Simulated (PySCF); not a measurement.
A run for PySCF: R-M06-2X/6-31G* on BrHN2 (a complex), monomers drawn apart or pushed together.

```python
from pyscf import gto, scf, dft, mp
from pyscf.data.elements import chemcore

mol = gto.M(
    atom='''
    N     0.10233743   -0.33449021    0.15443636
    N     0.10422743   -0.33848157   -0.93595964
    Br    0.09144738   -0.30363412    3.76113150
    H     0.09701073   -0.32058013    2.33552943
    ''',
    basis='6-31g*',
    cart=True,
    charge=0, spin=0, verbose=3, max_memory=1800)
mf = dft.RKS(mol, xc='m062x')
mf.conv_tol = 1e-8
mf.max_cycle = 100
mf.kernel()
if not mf.converged:
    mf = mf.newton().run(mf.mo_coeff, mf.mo_occ)
```

The log:

```
converged SCF energy = -2683.96621556513
```

Self-consistency was reached.

Cost: very roughly 3 core-seconds.
